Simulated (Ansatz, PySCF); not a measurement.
Donor–acceptor adduct: GaH3 (SMILES [GaH3]) (first 4 atoms) with NH3 (SMILES N); geometry from B3LYP-D3(BJ)/def2-TZVP, rigid monomers moved along the line of their centres of mass till Ga1···N5 is 1.96 Å.
(charge 0, multiplicity 1):
```tsv
atom	x (Å)	y (Å)	z (Å)
Ga	0.4703	-0.3679	0.7709
H	0.0872	-1.9012	0.8392
H	-0.2810	0.5411	-0.2834
H	1.9285	0.0557	1.2143
N	-0.4878	0.2260	2.3769
H	-1.4811	0.0398	2.2896
H	-0.1436	-0.2595	3.1983
H	-0.3619	1.2224	2.5198
```

Quantity: the interaction energy.

Interaction energies are E(AB) − E(A) − E(B) at the monomers' geometry in the complex; basis-set methods are counterpoise corrected.

Frozen-core correlation. Filled d and f shells under p-block atoms count as core. CBS: X⁻³ extrapolation of the correlation energy, Hartree–Fock from the larger set.

Programs: Ansatz (Gaussian orbitals); PySCF for the dispersion terms. 

Costs are ratios of core time to PBE/def2-TZVPPD (roughly 7 s), for whole runs (searches for the state included, and forces where a run took them) on one shared machine, so rough; each difference counts from -905.2 meV (CCSD(T)/CBS(aug-cc-pVDZ, aug-cc-pVTZ), a level with limits of its own).

A star marks coupled-cluster runs past 200 virtual orbitals, where the program's memory plan changes under this machine's limit, so their costs aren't comparable with smaller runs.

```tsv
level	basis functions	cost	difference (meV)
PBE/def2-TZVPPD	193	×1	35.2
PBE-D3(BJ)/def2-TZVPPD	193	×1	-22.3
PBE0/def2-TZVPPD	193	×1	-55.9
PBE0-D3(BJ)/def2-TZVPPD	193	×1	-106.8
B3LYP/def2-TZVPPD	193	×1	117.5
B3LYP-D3(BJ)/def2-TZVPPD	193	×1	13.8
r2SCAN/def2-TZVPPD	193	×2	-153.0
r2SCAN-D3(BJ)/def2-TZVPPD	193	×2	-168.9
wB97X-V/def2-TZVPPD	193	×3	-75.5
CCSD(T)/aug-cc-pVDZ	113	×3	183.2
wB97M-V/def2-TZVPPD	193	×3	-53.7
CCSD(T)/aug-cc-pVTZ	243	×100*	29.2
```

The cheapest listed level whose difference stays within 10.8 meV: none of those listed.

With a budget of 10 times the cost of PBE/def2-TZVPPD, the closest level: B3LYP-D3(BJ)/def2-TZVPPD, at 13.8 meV; next is PBE-D3(BJ)/def2-TZVPPD at -22.3 meV.

Ansatz is a quantum-chemistry and plane-wave program.
